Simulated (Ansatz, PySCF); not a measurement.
Complex: H2O (SMILES O) (first 3 atoms) with C4H6 (SMILES C=CC=C); geometry from B3LYP-D3(BJ)/def2-TZVP, rigid monomers moved along the line of their centres of mass till H2···C5 is 3.73 Å.
(charge 0, multiplicity 1):
```xyz
13

O      0.011    -0.487    -0.150
H     -0.725    -0.576     0.467
H      0.736    -0.180     0.407
C     -1.705    -0.464     4.181
C     -0.743     0.452     4.051
C      0.678     0.155     4.121
C      1.640     1.060     3.931
H     -1.469    -1.506     4.363
H     -2.752    -0.201     4.117
H     -1.011     1.489     3.868
H      0.946    -0.876     4.331
H      2.687     0.796     3.989
H      1.405     2.097     3.720
```

Counterpoise-corrected where a basis set is named; no monomer relaxation.

Cores are frozen in the correlated methods.

Codes used: Ansatz (Gaussian orbitals); PySCF for the dispersion terms. Each number belongs to the level named beside it.

PBE/def2-TZVPPD gives -5.0 kJ/mol for the interaction energy.

### Question
How do the other levels lie against it? Give each less PBE: PBE-D3(BJ)/def2-TZVPPD, r2SCAN/def2-TZVPPD, B3LYP/def2-TZVPPD, wB97M-V/def2-TZVPPD, MP2/aug-cc-pVDZ, CCSD(T)/aug-cc-pVDZ.

### Answer
PBE-D3(BJ)/def2-TZVPPD -2.0; r2SCAN/def2-TZVPPD -0.6; B3LYP/def2-TZVPPD 1.5; wB97M-V/def2-TZVPPD -1.3; MP2/aug-cc-pVDZ -1.1; CCSD(T)/aug-cc-pVDZ -0.9 kJ/mol. 1 of 6 lie above PBE; the widest gap is to PBE-D3(BJ)/def2-TZVPPD.

Ansatz is an electronic-structure program.
